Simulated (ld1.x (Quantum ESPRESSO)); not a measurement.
## What the settings do to the TM potential of As

Base potential:

arsenic (As), norm-conserving Troullier–Martins (Kleinman–Bylander form), made with ld1.x (Quantum ESPRESSO) 7.5 (LDA (PZ), scalar-relativistic). Core [Ar] 3d10, reference 4s2 4p3. Waves: 4s (bound): rc 1.15 bohr; 4p (bound): rc 1.70 bohr; 4d channel at 0.05 Ry: rc 1.70 bohr. Local part: all-electron potential smoothed inside 1.70 bohr (lloc = -1). Core correction: Bessel-smoothed model core inside 1.20 bohr.

All-electron outer shells of the reference configuration (LDA (PZ), scalar-relativistic, ld1.x):

```tsv
shell	level (eV)	outermost node (bohr)	outermost maximum (bohr)
3p	-133.41	0.22	0.52
3d	-40.89	–	0.47
4s	-14.70	0.73	1.61
4p	-5.35	0.78	1.97
```

Cutoffs, loose and tight: the cutoffs (Ry, on a coarse ladder) from which the occupation-weighted sum of valence levels, in a spherical-Bessel basis at the reference potential, stays within 10 and 1 mRy of its value at 400 Ry. They do not see the model core or the augmentation charge, which bear on the density cutoff. Test errors are all-electron minus pseudo excitation energies from the reference, over the configurations 4s2 4p2; 4s2 4p1; 4s2 4p0; 4s2 4p2.5; 4s1 4p4; 4s2 4p3.3; 4s0 4p5 (two spin-polarised tests are not counted in the largest error). A dash means not determined; rows that change the core or the reference have their own tests. The largest error is taken over the tests solved by every variant that gives reliable tests at all: 4s0 4p5; 4s1 4p4; 4s2 4p1; 4s2 4p2; 4s2 4p2.5.

A true bound ghost makes a file unfit for plane-wave use even where its test errors are small: the radial tests pick states by their node count and pass the ghost by.

Cutoffs are not given where the Bessel-basis levels miss the radial ones by over 6 mRy, ghosts where they miss by over 20 mRy; a channel whose overlap is not positive is not tested.

```csv
change,outcome,"cutoff, loose","cutoff, tight",bound ghosts,largest test error (meV)
base,generated,70 Ry,260 Ry,d,-65
"all radii but the core radius scaled by about 0.82 (s 0.94, p 1.40, d 1.40 bohr); local potential all-electron potential smoothed inside 1.40 bohr (lloc = -1)",generated,300 Ry,over 300 Ry,"s, d",-187
"all radii but the core radius scaled by about 0.96 (s 1.10, p 1.64, d 1.64 bohr); local potential all-electron potential smoothed inside 1.64 bohr (lloc = -1)",generated,70 Ry,260 Ry,d,-76
"all radii but the core radius scaled by about 1.05 (s 1.20, p 1.78, d 1.78 bohr); local potential all-electron potential smoothed inside 1.78 bohr (lloc = -1)",generated,60 Ry,160 Ry,none,-49
"all radii but the core radius scaled by about 1.11 (s 1.28, p 1.88, d 1.88 bohr); local potential all-electron potential smoothed inside 1.88 bohr (lloc = -1)",generated,45 Ry,100 Ry,none,-36
"all radii but the core radius scaled by about 1.18 (s 1.36, p 2.00, d 2.00 bohr); local potential all-electron potential smoothed inside 2.00 bohr (lloc = -1)",generated,40 Ry,90 Ry,none,-28
"all radii but the core radius scaled by about 1.26 (s 1.44, p 2.14, d 2.14 bohr); local potential all-electron potential smoothed inside 2.14 bohr (lloc = -1)",generated,35 Ry,70 Ry,none,-22
"all radii but the core radius scaled by about 1.33 (s 1.54, p 2.26, d 2.26 bohr); local potential all-electron potential smoothed inside 2.26 bohr (lloc = -1)",generated,35 Ry,50 Ry,none,-27
"all radii but the core radius scaled by about 1.39 (s 1.60, p 2.36, d 2.36 bohr); local potential all-electron potential smoothed inside 2.36 bohr (lloc = -1)",generated,35 Ry,50 Ry,none,-32
```

Problem. What comes out with this change to the base: all radii but the core radius scaled by about 0.88 (s 1.02, p 1.50, d 1.50 bohr); local potential all-electron potential smoothed inside 1.50 bohr (lloc = -1)?

Solution. outcome: generated; cutoff, loose: 200 Ry; cutoff, tight: over 300 Ry; bound ghosts: d; largest test error (meV): -117.

Problem. What comes out with this change to the base: all radii but the core radius scaled by about 0.75 (s 0.86, p 1.28, d 1.28 bohr); local potential all-electron potential smoothed inside 1.28 bohr (lloc = -1)?

Solution. outcome: generated; bound ghosts: not determined; largest test error (meV): -187.

Reading the sweep of the scale of all radii but the core radius (base = 1) (base included, trends over the rows without a ghost): The loose cutoff falls from 60 Ry at 1.05 to 35 Ry at 1.39. A larger radius leaves more room for a smooth pseudo-wave, so fewer plane waves are needed; a smaller one forces it to follow the all-electron wave where it bends sharply. The median size of the test errors (rows with all tests solved) falls from 11.4 meV at 1.05 to 4.4 meV at 1.39. This runs against the usual rule that a larger radius transfers worse; these runs do not show why. Bound ghosts are found at 0.82, 0.88, 0.96, 1.
